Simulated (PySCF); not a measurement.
## Calculated data, BH5NSi, C2H7B2, B3ClH3

Computed with PySCF 2.14.0. Calculation on a computer-drawn molecule: optimised geometry and harmonic frequencies of an isolated molecule of the commonest isotopes, restricted reference for singlets and unrestricted otherwise, frozen core in MP2.

Common to all runs: method HF.

```json
{"entry": 1, "formula": "BH5NSi", "start_structure": {"atoms_angstrom": [["B", 0.5739, 2.8845, -0.2017], ["Si", 1.9198, 1.4704, 0.071], ["N", 2.9004, 0.6923, -0.9914], ["H", 0.3001, 3.0721, -1.3698], ["H", -0.4889, 2.4561, 0.2919], ["H", 0.7853, 3.8978, 0.3705], ["H", 2.2845, 1.1209, 1.5392], ["H", 3.5467, 0.0117, -0.631]]}, "given": {"charge": -1, "multiplicity": 1, "basis": "aug-cc-pV(D+d)Z", "drawn_bonds_atom": [1, 2, 1, 1, 1, 2, 3], "drawn_bonds_other_atom": [2, 3, 4, 5, 6, 7, 8], "drawn_bonds_order": [1, 2, 1, 1, 1, 1, 1]}, "results": {"optimised_atom_element": ["B", "Si", "N", "H", "H", "H", "H", "H"], "optimised_atom_x [angstrom]": [0.4986, 1.955, 2.899, 0.2856, -0.4915, 0.8903, 2.23, 3.555], "optimised_atom_y [angstrom]": [2.873, 1.495, 0.6635, 3.122, 2.395, 3.865, 1.163, 0.02845], "optimised_atom_z [angstrom]": [-0.2226, 0.02793, -0.9943, -1.403, 0.3457, 0.4056, 1.492, -0.5721], "modes_frequency [cm^-1]": [132.9, 236.6, 351.6, 520.6, 659.0, 718.4, 749.1, 832.7, 974.6, 1097, 1143, 1221, 1225, 2045, 2361, 2368, 2456, 3747], "modes_reduced_mass [dalton]": [1.279, 2.611, 1.078, 2.951, 1.296, 1.395, 1.148, 1.264, 1.309, 2.625, 1.657, 1.064, 1.061, 1.039, 1.102, 1.048, 1.089, 1.076], "rotational_constants [GHz]": [34.61, 5.509, 4.943], "total_energy [hartree]": -370.9690, "convergence_status_largest_gradient_component [hartree/bohr]": 1.589e-05}}
{"entry": 2, "formula": "C2H7B2", "start_structure": {"atoms_angstrom": [["B", -1.8585, -1.1233, 1.67], ["B", -0.3639, -0.9263, 1.1026], ["C", 0.9403, -0.9614, 1.9726], ["C", -0.1522, -0.7913, -0.4825], ["H", -2.9155, -1.2728, 2.1242], ["H", 1.5209, -1.8382, 1.7898], ["H", 1.5181, -0.1522, 1.6877], ["H", 0.7823, -0.8187, 3.0529], ["H", -0.9719, -1.0875, -1.1266], ["H", 0.2216, 0.211, -0.6863], ["H", 0.6696, -1.4906, -0.8555]]}, "given": {"charge": 0, "multiplicity": 2, "basis": "cc-pVDZ", "drawn_bonds_atom": [1, 2, 2, 1, 3, 3, 3, 4, 4, 4], "drawn_bonds_other_atom": [2, 3, 4, 5, 6, 7, 8, 9, 10, 11], "drawn_bonds_order": [1, 1, 1, 1, 1, 1, 1, 1, 1, 1]}, "results": {"optimised_atom_element": ["B", "B", "C", "C", "H", "H", "H", "H", "H", "H", "H"], "optimised_atom_x [angstrom]": [-1.837, -0.3489, 0.937, -0.1358, -2.922, 1.63, 1.478, 0.7351, -1.047, 0.3697, 0.5321], "optimised_atom_y [angstrom]": [-1.142, -0.966, -0.9076, -0.8481, -1.271, -1.713, 0.0313, -0.988, -0.8957, 0.09617, -1.647], "optimised_atom_z [angstrom]": [1.683, 1.056, 2.002, -0.5233, 2.14, 1.733, 1.835, 3.073, -1.124, -0.7582, -0.8666], "modes_frequency [cm^-1]": [44.85, 121.2, 202.0, 275.5, 314.8, 387.7, 708.6, 797.8, 803.4, 870.8, 939.1, 946.9, 1155, 1237, 1433, 1436, 1550, 1559, 1570, 1577, 2855, 3147, 3151, 3204, 3211, 3233, 3234], "modes_reduced_mass [dalton]": [1.014, 1.093, 2.221, 1.189, 2.229, 2.162, 3.936, 1.45, 1.206, 1.384, 1.737, 1.727, 3.048, 3.328, 1.33, 1.244, 1.059, 1.054, 1.071, 1.048, 1.107, 1.039, 1.039, 1.098, 1.097, 1.1, 1.1], "rotational_constants [GHz]": [7.834, 7.565, 4.039], "total_energy [hartree]": -129.1209, "spin_squared": 0.7584, "convergence_status_largest_gradient_component [hartree/bohr]": 3.252e-05}}
{"entry": 3, "formula": "B3ClH3", "start_structure": {"atoms_angstrom": [["B", 0.6799, 0.9865, -1.3103], ["B", -0.2875, 0.4375, -0.2348], ["B", -0.6705, -1.1049, -0.6486], ["Cl", 0.3402, -2.489, -0.8248], ["H", 1.3363, 1.3121, -2.2163], ["H", -0.6647, 0.801, 0.7441], ["H", -1.9024, -1.3744, -0.8283]]}, "given": {"charge": 0, "multiplicity": 2, "basis": "cc-pV(D+d)Z", "drawn_bonds_atom": [1, 2, 3, 1, 2, 3], "drawn_bonds_other_atom": [2, 3, 4, 5, 6, 7], "drawn_bonds_order": [1, 1, 1, 1, 1, 1]}, "results": {"optimised_atom_element": ["B", "B", "B", "Cl", "H", "H", "H"], "optimised_atom_x [angstrom]": [0.6698, -0.1534, -0.8229, 0.1211, 1.286, -0.3296, -1.94], "optimised_atom_y [angstrom]": [1.157, 0.2716, -1.261, -2.732, 1.822, 0.7596, -1.448], "optimised_atom_z [angstrom]": [-1.413, -0.3808, -0.6646, -0.349, -2.171, 0.7097, -1.051], "modes_frequency [cm^-1]": [93.98, 200.9, 236.9, 433.1, 611.1, 620.6, 746.0, 852.9, 915.1, 943.7, 1112, 1238, 2650, 2734, 2881], "modes_reduced_mass [dalton]": [3.406, 2.279, 2.645, 1.22, 2.379, 1.131, 2.792, 2.654, 1.756, 1.535, 1.478, 4.509, 1.088, 1.093, 1.109], "rotational_constants [GHz]": [19.62, 2.609, 2.455], "total_energy [hartree]": -535.2522, "spin_squared": 0.7576, "convergence_status_largest_gradient_component [hartree/bohr]": 2.013e-05}}
```
